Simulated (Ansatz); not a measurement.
Gas-phase electronic energies from Ansatz, PBE0-D4/def2-TZVP geometries. CCSD(T)/CBS adds triple-zeta CCSD(T) − MP2 to the extrapolated MP2 energy (def2 sets, frozen cores). This one scheme is used for every species. DFT in def2-TZVPP. def2 core potentials past Kr. For Sn outer-core shells are correlated without core-valence functions, which leaves a few kJ/mol of doubt a bond. Each species was taken in one conformer, which may not be the lowest.

Reaction (hydrogenolysis of the Sn–F bond): `C[O][SnH]([NH2])[F]` + H₂ → `C[O][SnH2][NH2]` + H–F

| level | ΔE (eV) |
| --- | --- |
| PBE0 | 0.45 |
| BHLYP | 0.50 |

Task: What does CCSD(T)/CBS give? (Best estimate.)

Result: Computed: +0.52 eV. The listed levels differ from it by -0.07, -0.02 eV.

Task: What do rigid-rotor, harmonic-oscillator terms from PBE0-D4/def2-TZVP frequencies (298.15 K, 1 bar) make of the CCSD(T)/CBS value? (Best estimate.)

Result: Ansatz gave: ΔZPE = +0.11 eV, ΔH = +0.61 eV, ΔS = 11 J/(mol·K), ΔG = +0.57 eV.

Largest T1 diagnostic among the species: 0.014.

From PBE to PBE0 (25 % exact exchange), in def2-TZVPP and without D4, ΔE moves by −0.09 eV. Leaving LDA and LC-ωPBE aside and taking each functional with its dispersion term where it has one, the values, not all of them listed here, spread over 0.21 eV, from PBE-QIDH to BLYP-D4. LDA lies −0.13 eV from PBE without D4.
